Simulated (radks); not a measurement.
Isoelectronic series with 2 electrons, all held in the configuration [He], which need not be the ground one along the series. Calculated with a radial shooting solver on a logarithmic mesh with Libxc functionals: Dirac Kohn-Sham, PBE, spin-unpolarised, spherical densities, point nucleus. Total energies (hartree) and orbital eigenvalues (eV):

He: E (hartree) -2.89307; 1s1/2 -15.7637
Li+: E (hartree) -7.25756; 1s1/2 -60.4144
Be2+: E (hartree) -13.62232; 1s1/2 -132.2822
B3+: E (hartree) -21.98899; 1s1/2 -231.3810
C4+: E (hartree) -32.35915; 1s1/2 -357.7300
N5+: E (hartree) -44.73459; 1s1/2 -511.3517
O6+: E (hartree) -59.11736; 1s1/2 -692.2725
F7+: E (hartree) -75.50984; 1s1/2 -900.5231
Ne8+: E (hartree) -93.91472; 1s1/2 -1136.138
Mg10+: E (hartree) -136.77404; 1s1/2 -1689.624
Al11+: E (hartree) -161.23550; 1s1/2 -2007.586
Si12+: E (hartree) -187.72338; 1s1/2 -2353.096
